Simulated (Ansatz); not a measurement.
Relaxed structures of H2TeS2, singlet (PBE0-D4/def2-TZVP; forces vanish, vibrations not checked; lower isomers may exist, and structures with a doubtful reference or unclear bonds are left out; Å). Computed with Ansatz 0.2.0 (basis: def2-TZVPP); correlated methods freeze the cores. Filled d shells of the heavier atoms are correlated. Core potentials replace the inner electrons of the atoms past krypton. The def2 sets are not built for correlating such inner shells, so the correlated values are less sure here.

Question: Rank them by CCSD(T) energy, lowest first, and give each one's height above the lowest. Links in brackets join atoms within 1.22 times the sum of their covalent radii (1.1 for two metals). (An estimate is asked for; the value comes from the calculation.)
A.
H₂TeS₂ ([SH][S][TeH])
```
5
angstrom
S -1.4928 -0.9099 0.1935
S -0.5960 0.9289 0.1195
Te 1.7165 0.6222 -0.3901
H -1.8226 -1.0223 -1.1075
H 2.1948 0.3811 1.1845
```
B.
H₂TeS₂ ([S][SH][TeH])
```
5
angstrom
S -1.2102 -1.1223 0.0487
S -0.5364 0.6973 0.1275
Te 1.9086 0.9538 -0.4297
H -0.2638 0.9430 1.4367
H 2.3116 -0.2384 0.6502
```
C.
H₂TeS₂ ([SH][SH][Te])
```
5
angstrom
S -1.5864 -0.6952 0.2775
S -0.4696 0.9791 -0.4476
Te 1.8554 0.8381 -0.2054
H -1.9936 -1.0264 -0.9587
H -0.8714 1.7451 0.5888
```
D.
H₂TeS₂ ([S][S][TeH2])
```
5
angstrom
S -1.1289 -0.9594 0.1137
S -0.6800 0.9208 -0.0782
Te 1.8443 1.2232 -0.3018
H 2.0695 -0.0186 -1.3918
H 2.2510 0.1729 0.9279
```

Answer: By the calculation: A (0.000 eV), C (0.935 eV), B (1.111 eV), D (1.910 eV). Heights count from the lowest.

The T1 diagnostic stays at or below 0.022. The restricted Hartree–Fock reference is unstable towards an unrestricted one at one or more of these structures.

For scale, one of the runs: CCSD(T)/def2-TZVPP, 162 basis functions, launched by `ansatz run in.yaml --threads 2 --pin off --events-out ev --progress --plain --max-ram 4352MiB`. Hardware: 2 CPU threads of an Arm Neoverse V2, shared host. Wall time 53 s; peak host memory 1.3 GiB.
